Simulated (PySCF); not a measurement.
HBr₂Ga, SMILES [Br][GaH][Br] (PBE0/def2-SVP optimised geometry):

```
4

Ga    -0.634     0.362     0.000
H     -1.453     1.680     0.000
Br    -1.644    -1.680    -0.002
Br     1.644     0.362     0.000
```

Calculation: PBE0/def2-TZVP run with PySCF 2.14.0.

What are the frontier orbital energies and the dipole moment?

HOMO-2 -8.73 eV, HOMO-1 -8.65 eV, HOMO -8.52 eV, LUMO -1.88 eV, LUMO+1 -1.25 eV; dipole moment 1.44 D.

On the same geometry PBE/def2-TZVP (PySCF) gives HOMO-2 -7.48 eV, HOMO-1 -7.37 eV, HOMO -7.24 eV, LUMO -2.63 eV, LUMO+1 -2.16 eV; dipole moment 1.31 D.

Meta-Löwdin charges at PBE0/def2-TZVP: Ga1 0.51, H2 -0.05, Br3 -0.23, Br4 -0.23.
